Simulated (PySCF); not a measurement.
Ga(F)(Br)(Me) (CH3BrFGa), SMILES [F][Ga]([Br])[CH3]. Geometry optimised at B3LYP-D3(BJ)/def2-SVP.

Computed equilibrium geometry at B3LYP-D3(BJ)/def2-SVP (PySCF confirms it by a frequency run) as Cartesian coordinates in Å, and its point group:
point group Cs.
```xyz
7

Ga     0.0608     0.7470     0.0000
F      1.7298     1.3037     0.0000
Br    -0.1145    -1.5432     0.0000
C     -1.4051     2.0400     0.0000
H     -2.3761     1.5273     0.0000
H     -1.3189     2.6770     0.8932
H     -1.3189     2.6770    -0.8932
```
